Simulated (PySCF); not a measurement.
A run for PySCF: R-HF/3-21G on GeS, a point of a bond scan (R = 1.826 Å).

```python
from pyscf import gto, scf, dft, mp
from pyscf.data.elements import chemcore

mol = gto.M(
    atom='''
    Ge   -0.00000000   -0.00000000   -0.67616527
    S     0.00000000    0.00000000    1.14948095
    ''',
    basis='3-21g',
    charge=0, spin=0, verbose=3, max_memory=1800)
mf = scf.RHF(mol)
mf.conv_tol = 1e-8
mf.max_cycle = 100
mf.kernel()
if not mf.converged:
    mf = mf.newton().run(mf.mo_coeff, mf.mo_occ)
```

Task: Give the final energy of this run.

Result: -2460.8915 hartree.
